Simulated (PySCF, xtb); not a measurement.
H2O3S, SMILES O=S(O)O.

GFN2-xTB (xtb) at its own geometry gives an orbital gap of 6.32 eV and a dipole moment of 0.65 D.

Coordinates come from a B3LYP-D3(BJ)/def2-SVP optimisation. One conformer was computed; it need not be the lowest.

### Question
What does ωB97X/def2-TZVPD (PySCF) give? (Estimate from the structure and the level; the computed values follow.)

### Answer
gap 12.48 eV (levels -11.04 and 1.44 eV), dipole 1.57 D.
